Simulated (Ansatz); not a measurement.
`N=CI`, relaxed with RKS PBE0-D4/def2-TZVP in Ansatz from a PBE-D4/def2-SVP geometry. The force threshold is 0.005 eV/Å; the program also tests the step.

The species carries charge 0 and has multiplicity 1. I: def2 effective core potential.

Start:

```xyz
5

N     0.716   -0.627   -0.432
C    -0.147    0.128    0.086
I     0.090    0.884    2.083
H     0.441   -0.894   -1.394
H    -1.099    0.509   -0.344
```

Problem. How much energy does the relaxation release, and in how many steps? (An estimate is asked.)

Solution. Computed: 3.25 kJ/mol, in 5 steps.

Problem. Which bonds change most? (An estimate is asked.)

Solution. The calculation gave: C2–I3 from 2.149 to 2.104 Å; C2–H5 from 1.111 to 1.092 Å; N1–H4 from 1.036 to 1.021 Å; N1–C2 from 1.258 to 1.245 Å.

Problem. Give the relaxed structure. (Estimate.)

Solution. Computed: 
```xyz
5

N     0.702   -0.615   -0.424
C    -0.150    0.133    0.093
I     0.094    0.867    2.050
H     0.436   -0.882   -1.373
H    -1.081    0.497   -0.347
```
